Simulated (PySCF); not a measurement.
## NMR data sheet: 2-(methoxymethyl)pyridine

| Quantity | Value |
| --- | --- |
| Formula | C7H9NO |
| SMILES | COCc1ccccn1 |
| Point group of the computed structure | C1 |
| Degrees of unsaturation | 4 |
| Carbon signals | 7 |
| Proton signals | 6 |

Atom-mapped SMILES (the numbers label the heavy atoms): `[CH3:1][O:2][CH2:3][c:4]1[cH:5][cH:6][cH:7][cH:8][n:9]1`. Each H is labelled by its parent atom.

PySCF calculation with coordinates at the GFN2-xTB level and shieldings: GIAO PBE0/pcSseg-1; equivalent nuclei averaged, no relativistic terms, one conformer, no solvent model.

Scale: TMS for 1H, 13C; NH3 for 15N; 17O vs H2O (reference shieldings calculated alike).

| carbon | δC, type | δH (multiplicity) | HMBC from (2–3 bonds) | span of the C tensor (ppm) |
| --- | --- | --- | --- | --- |
| C1 | 58.7, CH3 | 3.31 (s) | H(C3) | 87 |
| C3 | 81.0, CH2 | 4.90 (s) | H(C5), H(C1) | 64 |
| C4 | 166.8, C | – | H(C8), H(C6), H(C5), H(C3) | 226 |
| C5 | 126.9, CH | 7.82 (d) | H(C6), H(C7), H(C3) | 236 |
| C6 | 142.3, CH | 8.00 (m) | H(C8), H(C5), H(C7) | 252 |
| C7 | 127.1, CH | 7.31 (m) | H(C8), H(C6), H(C5) | 230 |
| C8 | 155.0, CH | 8.87 (d) | H(C6), H(C7) | 224 |

Other nuclei:
```json
{"atoms": "N9", "nucleus": "15N", "environment": "pyridine-type ring nitrogen", "δ (ppm)": "356.1", "σ (ppm)": "-88.3"}
{"atoms": "O2", "nucleus": "17O", "environment": "ether oxygen", "δ (ppm)": "24.6", "σ (ppm)": "311.5"}
```

- Carbon types of the structure: 1 × C, 4 × CH, 1 × CH2, 1 × CH3, which accounts for all hydrogens.
- δC 166.8: substituted aromatic carbon next to a ring nitrogen.
- δC 155.0: aromatic CH next to a ring nitrogen; the adjacent pyridine-type nitrogen withdraws density from it.
- δC 142.3, 127.1, 126.9: aromatic CH.
- δC 81.0: sp3 CH2 bonded to O, on an aromatic ring; pulled downfield by the heteroatom.
- δH 8.87: hydrogen on an aromatic CH next to a ring nitrogen; ring current plus the neighbouring ring nitrogen.

Shifts are as computed. Against solution values, carbons near 30 ppm lie about +3 ppm off and those near 130 ppm about +5 ppm. Of 1211 compounds with measured shifts, 218 miss one by over three times the rms of a fit or turn the order of signals round; such compounds aren't used in these exercises. Experimental scales use liquid or dissolved standards, which lie at an offset from isolated NH3 (liquid NH3: subtract about 20 ppm) and H2O (liquid H2O: subtract about 36 ppm). Unscaled 15N shifts of sp2 nitrogen come out 20 to 40 ppm too high even then. No couplings were computed; multiplicities are counted from neighbouring protons, with m where these are inequivalent, close in shift, in a saturated or five-membered ring or joined by F or P, and br s for small geminal =CH2 splittings.
